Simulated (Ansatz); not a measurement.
Reactions of `O=CN=C[SiH3]`.

Gas-phase electronic energies from Ansatz, PBE0-D4/def2-TZVP geometries. CCSD(T)/CBS adds triple-zeta CCSD(T) − MP2 to the extrapolated MP2 energy (def2 sets, frozen cores). This one scheme is used for every species. Double bonds are as drawn, so ΔE can hold a change between cis and trans. Each species was taken in one conformer, which may not be the lowest.

```json
{"reaction": "`O=C/N=C\\[SiH3]` + `BNC=C` → `BN([SiH3])C=C` + `C=NC=O`", "CCSD(T)/CBS(def2) (kJ/mol)": "?"}
{"reaction": "`O=C/N=C\\[SiH3]` + `OB1N[SiH2]1` → `[SiH3]OB1N[SiH2]1` + `C=NC=O`", "CCSD(T)/CBS(def2) (kJ/mol)": "-108"}
{"reaction": "`O=C/N=C\\[SiH3]` → `OC1N=C1[SiH3]`", "CCSD(T)/CBS(def2) (kJ/mol)": "88"}
{"reaction": "`O=C/N=C\\[SiH3]` + H₂ → `C=NC=O` + SiH₄", "CCSD(T)/CBS(def2) (kJ/mol)": "-31"}
{"reaction": "`O=C/N=C\\[SiH3]` → `O[SiH2]C1=NC1`", "CCSD(T)/CBS(def2) (kJ/mol)": "-61"}
{"reaction": "`O=C/N=C\\[SiH3]` → `C=NC=O` + `[SiH2]`", "CCSD(T)/CBS(def2) (kJ/mol)": "?"}
{"reaction": "`O=C/N=C\\[SiH3]` + `C1CCC1` → `[SiH3]C1CCC1` + `C=NC=O`", "CCSD(T)/CBS(def2) (kJ/mol)": "-4"}
```

Question: Fill in the missing values. (Best estimate.)

Answer: The calculation gave: `O=C/N=C\[SiH3]` + `BNC=C` → `BN([SiH3])C=C` + `C=NC=O`: -43.8 kJ/mol; `O=C/N=C\[SiH3]` → `C=NC=O` + `[SiH2]`: +225.0 kJ/mol.

Largest T1 diagnostic: 0.017, for `O=C/N=C\[SiH3]`.
